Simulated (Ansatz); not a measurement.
`COC1=CC1` and `[CH3][GeH2][C]1=CC1` differ in one atom or group.

Ansatz, PBE0-D4/def2-TZVP geometries, multiplicity 1. Each molecule was computed in one conformer, which needn't be the lowest.

Scalar relativity is left out up to krypton.

```json
{"property": "LUMO energy (PBE/def2-TZVPP) / eV", "`COC1=CC1`": "0.04"}
{"property": "HOMO–LUMO gap (ωB97M-V/def2-TZVPP) / eV", "`COC1=CC1`": "11.51"}
{"property": "LUMO energy (ωB97M-V/def2-TZVPP) / eV", "`COC1=CC1`": "2.89"}
{"property": "size of the dipole moment (B3LYP/def2-TZVPP) / D", "`COC1=CC1`": "1.82"}
{"property": "HOMO energy (PBE0/def2-TZVPP) / eV", "`COC1=CC1`": "-6.41"}
{"property": "size of the dipole moment (ωB97M-V/def2-TZVPP) / D", "`COC1=CC1`": "1.83"}
```

**Question.** Give the same properties after the change, and the shifts. (An estimate is asked.)

**Answer.** The calculation gave: 
```json
{"property": "LUMO energy (PBE/def2-TZVPP) / eV", "`[CH3][GeH2][C]1=CC1`": "-1.31", "shift": "-1.35"}
{"property": "HOMO–LUMO gap (ωB97M-V/def2-TZVPP) / eV", "`[CH3][GeH2][C]1=CC1`": "10.94", "shift": "-0.57"}
{"property": "LUMO energy (ωB97M-V/def2-TZVPP) / eV", "`[CH3][GeH2][C]1=CC1`": "1.65", "shift": "-1.24"}
{"property": "size of the dipole moment (B3LYP/def2-TZVPP) / D", "`[CH3][GeH2][C]1=CC1`": "1.00", "shift": "-0.82"}
{"property": "HOMO energy (PBE0/def2-TZVPP) / eV", "`[CH3][GeH2][C]1=CC1`": "-7.07", "shift": "-0.66"}
{"property": "size of the dipole moment (ωB97M-V/def2-TZVPP) / D", "`[CH3][GeH2][C]1=CC1`": "1.00", "shift": "-0.83"}
```

With PBE0 the HOMO falls by 0.66 eV and the LUMO falls by 1.45 eV, so the gap narrows by about 0.79 eV. PBE moves the HOMO by -0.71 eV and ωB97M-V by -0.67 eV. Dipoles are sizes alone; their direction can turn.

B3LYP here is the variant with VWN-RPA as its local correlation; programs differ in this.
